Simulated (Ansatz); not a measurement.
A nudged elastic band was laid between two geometries of CH2GeOSi (6 atoms, charge 0, multiplicity 1).

All numbers below come from RKS PBE0/def2-SVP in Ansatz 0.2.0.

| Quantity | Value |
| --- | --- |
| movable images | 7 |
| climbing image | yes |
| spring | 5.0 eV/Å² |
| optimiser | quadratic models (default) |
| start path | through a guess of the saddle point |
| force threshold | 0.03 eV/Å |
| iteration limit | 54 |
| end points | relaxed |

Initial state:

```xyz
6
Properties=species:S:1:pos:R:3
O -1.132 0.664 -1.074
Ge -0.004 0.262 0.219
C 0.901 -1.242 0.245
Si 1.805 -2.644 0.357
H -1.558 1.522 -0.958
H -0.012 1.436 1.211
```

Final state:

```xyz
6
Properties=species:S:1:pos:R:3
O -1.164 1.135 -0.719
Ge 0.010 0.461 0.409
C 0.795 -1.104 0.212
Si 1.577 -2.577 0.082
H -1.326 0.539 -1.462
H 0.108 1.546 1.478
```

Question: What changes between the two ends?

Answer: No bond is made or broken. The dihedral H5–O1–Ge2–C3 goes from -180 to 0°.

Question: Give the energies along the band, and the barrier.

Answer: The run converged. The highest image is number 4 of 0 to 8, 3.8 kcal/mol above the first end and 7.0 kcal/mol above the last; the last end lies 3.2 kcal/mol below the first. A vibrational analysis at the climbing image gives one clearly imaginary mode, 435i cm⁻¹: a first-order saddle point.

```csv
image,path coordinate (Å),energy (kcal/mol),dihedral H5–O1–Ge2–C3 (°)
0,0.00,0.0,-180
1,0.24,0.3,166
2,0.47,1.6,144
3,0.71,3.1,122
4,0.95,3.8,98
5,1.23,2.6,68
6,1.51,-0.5,37
7,1.78,-2.8,10
8,2.06,-3.2,0
```

Question: What is the geometry of the highest image?

Answer: 
```xyz
6
Properties=species:S:1:pos:R:3:forces:R:3
O -0.968 0.995 -1.056 0.00 0.00 0.01
Ge 0.088 0.394 0.230 -0.01 0.00 0.00
C 0.847 -1.193 0.220 0.01 0.01 0.00
Si 1.687 -2.643 0.263 -0.01 -0.01 0.00
H -1.916 0.917 -0.902 0.00 0.00 0.00
H 0.262 1.530 1.245 0.00 0.00 0.00
```

Question: What are the harmonic wavenumbers there?

Answer: 435i, 75, 80, 284, 424, 481, 696, 764, 801, 1380, 2169, 3904 cm⁻¹.

The run took 10 min on 1 thread of Arm Neoverse V1, on a shared host, peak memory 0.18 GiB.
